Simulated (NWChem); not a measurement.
SiHCl2F; SMILES Cl[SiH](Cl)F

Results from NWChem. Pople sets run with spherical d functions. STO-3G and 3-21G are far too small for this property and stand as cheap habits. The geometry was optimised at PBE0/def2-SVP. Field at 589 nm.

```
level              isotropic polarisability (bohr³)  anisotropy (bohr³)  relative time
-----------------  --------------------------------  ------------------  -------------
B3LYP/STO-3G                                   18.4                14.2              1
B3LYP/6-31G*                                   37.8                16.5              7
B3LYP/def2-SVP                                 36.6                14.8              5
B3LYP/def2-SVPD                                53.3                15.4             10
B3LYP/aug-cc-pVDZ                              52.9                15.9             60
```

Times are rough ratios from one shared machine.
